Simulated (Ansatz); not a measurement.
Cost and result up the ladder for Zn₇S₇ (14 atoms). Total charge 0; singlet. Geometry: r2SCAN-D4/def2-SVP.

```xyz
14

Zn    0.194    1.760    1.769
Zn   -1.775   -1.620   -1.341
Zn   -1.214    0.931   -1.510
Zn    1.117   -1.102   -1.703
Zn    2.216    0.937   -0.181
Zn   -1.879   -0.418    1.135
Zn    0.747   -0.773    2.054
S    -0.670   -0.733   -3.110
S     0.214    2.324   -0.449
S     2.333    0.867    2.142
S    -3.238    0.000   -0.594
S    -0.114   -2.081    0.318
S    -1.114    0.337    3.077
S     3.182   -0.428   -1.606
```

Ansatz on 2 threads of AMD EPYC 7R13 on a shared host and a share (18 GiB) of an NVIDIA H100 80GB HBM3. Times are rough, and most runs start from the orbitals of an earlier one. r2SCAN0-D4/def2-TZVP serves as the yardstick here, not as an exact answer. Differences are given only for rows in sets of like size (and for xTB, whose basis is part of the method), since another set adds its own error. Binding counts from free atoms at the same level (Zn singlet, S triplet; other spins of the atoms weren't run), without zero-point energy or a counterpoise term.

The 6-31G sets use Cartesian d functions. LC-ωPBE has ω = 0.4 bohr⁻¹. B3LYP takes the VWN-RPA correlation. Correlated methods freeze 98 core orbitals. The rows differ in basis, and correlated rows in double-zeta sets carry the largest basis error. Single mean-field runs in def2-TZVP are fitted with def2-universal-jkfit.

Correlated methods converge slowly with the basis, most of all in double-zeta sets.

| level | functions | wall time | binding energy per atom (eV) | difference from r2SCAN0-D4/def2-TZVP (eV) |
| --- | --- | --- | --- | --- |
| PBE-D4/def2-SVP | 343 | 3.3 s | 2.80 | – |
| HF/6-31G | 294 | 4.5 s | 1.52 | – |
| PBE0-D4/def2-SVP | 343 | 4.5 s | 2.76 | – |
| PBE0-D4/def2-TZVP | 595 | 5.5 s | 2.61 | -0.02 |
| LC-ωPBE/def2-TZVP | 595 | 5.5 s | 2.62 | -0.02 |
| B3LYP-D4/6-31G | 294 | 5.5 s | 2.57 | – |
| PBE-D4/def2-TZVP (with forces) | 595 | 6 s | 2.60 | -0.03 |
| r2SCAN0-D4/def2-TZVP | 595 | 6 s | 2.63 | 0.00 |
| MP2/def2-SVP | 343 | 7 s | 2.47 | – |
| r2SCAN-D4/def2-TZVP (with forces) | 595 | 7 s | 2.68 | 0.05 |
| RPA@PBE/def2-SVP | 343 | 8 s | 2.04 | – |
| PBE-QIDH/def2-TZVP | 595 | 9 s | 2.65 | 0.01 |
